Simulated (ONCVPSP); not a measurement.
Gd, ONCV: configuration errors across variants

- Element: gadolinium
- Generator: ONCVPSP 4.0.1
- Type: optimised norm-conserving Vanderbilt (ONCV)
- Functional: PBEsol
- Relativity: fully relativistic
- Frozen core: [Kr]
- Valence charge: 28
- Reference configuration: 4d10 4f7 5s2 5p6 5d1 6s2
- Partial waves: 5s+6s: rc 2.10 bohr, ncon 5, nbas 8, qcut 4.4 1/bohr, 2 projectors; 5p: rc 2.55 bohr, ncon 3, nbas 7, qcut 5.1 1/bohr, 2 projectors, debl 0.3 Ha; 4d+5d: rc 0.95 bohr, ncon 3, nbas 8, qcut 14.8 1/bohr, 2 projectors; 4f: rc 1.10 bohr, ncon 4, nbas 9, qcut 15.3 1/bohr, 2 projectors, debl 0.7 Ha
- Local potential: polynomial inside 0.85 bohr (lpopt 5, dvloc0 -1 Ha)
- Core correction: Teter function, fcfact 1.75, rcfact 1.8

Open shells are filled in proportion to 2j + 1.

In the p channel the program set the typed energies aside and used -0.955, 0.250 Ha (j = l + 1/2; the other j can differ).

All-electron excitation energies from the reference (eV): (1) 4d10 4f7 5s2 5p6 5d1 6s1 6.675; (2) 4d10 4f7 5s2 5p6 5d1 6s0 18.721; (3) 4d10 4f6 5s2 5p6 5d2 6s1 15.923.

A true bound ghost makes a file unfit for plane-wave use even where its test errors are small: the radial tests pick states by their node count and pass the ghost by.

Errors AE − PS in meV (a dash: test not solved or not reliable):

```csv
change,(1),(2),(3),bound ghosts,GHOST(+) flags above zero
base,+0.1,-0.1,+86,"s, p3/2, p1/2",none
"core correction Teter function, fcfact 1.9, rcfact 1.8",+0.1,-0.1,+86,"s, p3/2, p1/2",none
"core correction Teter function, fcfact 2.7, rcfact 1.8",+0.1,-0.1,+83,"s, p3/2, p1/2",none
"core correction Teter function, fcfact 5.2, rcfact 1.8",+0.1,-0.1,+77,"s, p3/2, p1/2",none
"core correction Teter function, fcfact 6.3, rcfact 1.8",+0.1,-0.2,+75,"s, p3/2, p1/2",none
"core correction Teter function, fcfact 7.2, rcfact 1.8",+0.1,-0.2,+74,"s, p3/2, p1/2",none
```

(1) Give the same row for: core correction Teter function, fcfact 3.6, rcfact 1.8.

## Answers

(1) +0.1, -0.1, +81; bound ghosts: s, p3/2, p1/2; GHOST(+) flags above zero: none.
